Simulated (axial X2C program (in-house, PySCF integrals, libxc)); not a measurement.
**Bond lengths and stretching modes, held linear, of BrAlBr⁻**

Computed with an in-house all-electron X2C program for linear molecules (integrals from PySCF): two-component X2C with atomic mean-field Coulomb and Gaunt terms, Gaussian nuclei, basis Br dyall-av3z, Al dyall-v3z with contracted cores. Spin-free rows use the one-electron spin-free X2C Hamiltonian.

Masses Br 78.918, Al 26.982, Br 78.918 u. States: 2c Ω = 0 (all partner blocks equally filled); spin-free M_S = 0, Λ = 0 (closed shell).

PBE0, 2c: energies above the lowest point

| r(Br–Al) (Å) | r(Al–Br) (Å) | E (meV) |
| --- | --- | --- |
| 2.6257 | 2.6257 | 15.82 |
| 2.6257 | 2.6930 | 5.36 |
| 2.6257 | 2.7603 | 5.99 |
| 2.6930 | 2.6257 | 5.36 |
| 2.6930 | 2.6930 | 0.00 |
| 2.6930 | 2.7603 | 5.63 |
| 2.6930 | 2.8277 | 19.43 |
| 2.7603 | 2.6257 | 5.99 |
| 2.7603 | 2.6930 | 5.63 |
| 2.7603 | 2.7603 | 16.15 |
| 2.8277 | 2.6930 | 19.43 |
| 2.8277 | 2.8277 | 57.90 |

Problem. Fit a quadratic surface with cubic terms in each bond: where is the minimum, and what are the two stretching wavenumbers?

Solution. At PBE0, 2c: bonds 2.691 and 2.691 Å; harmonic stretches 109.9 and 178.8 cm⁻¹; force constants 0.389, 0.389 and coupling 0.17 mdyn/Å.

The other levels and Hamiltonians give:

```csv
Hamiltonian,level,r(Br–Al) (Å),r(Al–Br) (Å),lower stretch (cm⁻¹),upper stretch (cm⁻¹)
2c,LDA,2.632,2.632,114.0,214.7
spin-free,PBE0,2.690,2.690,110.0,179.0
spin-free,LDA,2.631,2.631,114.1,214.9
```

Each state is one determinant, the lowest of a limited PBE0 search; the stretches come from a fit to these few points and carry an uncertainty of a few per cent. Other orders of the atoms were not compared. Left out for rough or failed fits: HF 2c, MP2 2c, HF spin-free, MP2 spin-free. The levels spread by more than a fifth, so the stretches depend strongly on the method. For an anion the highest level of a functional can be positive, and the basis then holds the extra electron. The molecule was held linear; bending was not examined, so a bent shape may lie lower.
